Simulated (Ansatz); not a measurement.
Isolated molecules relaxed with PBE0-D4/def2-TZVP in Ansatz; ΔE leaves out vibrations. CBS: MP2 limit from def2 TZ/QZ plus the TZ coupled-cluster correction, frozen cores. This one scheme is used for every species. Functionals use def2-TZVPP. HSE06 is defined as in plane-wave codes. Elements past krypton have def2 core potentials. For Sn outer-core shells are correlated without core-valence functions, which leaves a few kJ/mol of doubt a bond. One conformer a species, not always the lowest.

Reaction (ligand exchange at the Si–C bond): `[SiH3]CS` + `[OH][SnH3]` → `[SiH3][O][SnH3]` + CH₃SH

`[SiH3]CS`:

Z-matrix (Å, degrees):
```
Si
C 1 1.878
H 1 1.489 2 110.7
H 1 1.484 2 109.8 3 121.0
H 1 1.488 2 108.8 3 -119.4
S 2 1.813 1 111.4 3 177.0
H 2 1.092 1 112.3 3 52.0
H 2 1.093 1 109.3 3 -67.0
H 6 1.343 2 97.3 1 -50.2
```

`[OH][SnH3]`:

```xyz
6

O     1.333    0.604    0.336
Sn   -0.361   -0.339   -0.016
H     1.357    1.489   -0.033
H    -0.571   -0.462   -1.707
H    -1.635    0.554    0.692
H    -0.124   -1.847    0.728
```

`[SiH3][O][SnH3]`:

Cartesian coordinates in Å:
```
Si 0.762 1.376 0.444
O 0.508 0.077 -0.502
Sn -0.736 -1.441 -0.534
H -0.442 2.256 0.497
H 1.901 2.157 -0.104
H 1.083 0.976 1.845
H -0.268 -2.317 -1.912
H -2.306 -0.786 -0.654
H -0.502 -2.298 0.921
```

CH₃SH:

```xyz
6

C     0.017    0.490    0.035
S     0.151   -1.203    0.651
H     0.737    0.684   -0.760
H     0.249    1.139    0.879
H    -0.993    0.712   -0.307
H    -0.160   -1.822   -0.498
```

CCSD(T)/CBS gives -26.5 kcal/mol.

(1) Another level gave -24.2 kcal/mol. Which?
A. HSE06-D4/def2-TZVPP
B. revPBE/def2-TZVPP
C. CCSD/def2-TZVPP
D. ωB97X-V/def2-TZVPP

Largest T1 diagnostic among the species: 0.014.

Answers

(1) A. HSE06-D4 -24.2, revPBE -23.1, CCSD/def2-TZVPP -27.5, ωB97X-V -26.3 kcal/mol.

From PBE to PBE0 (25 % exact exchange), in def2-TZVPP and without D4, ΔE moves by −1.6 kcal/mol. In def2-TZVPP, CCSD(T) changes the Hartree–Fock value by +5.9 kcal/mol (the triples alone add +0.8 kcal/mol) and MP2 by +5.7 kcal/mol.
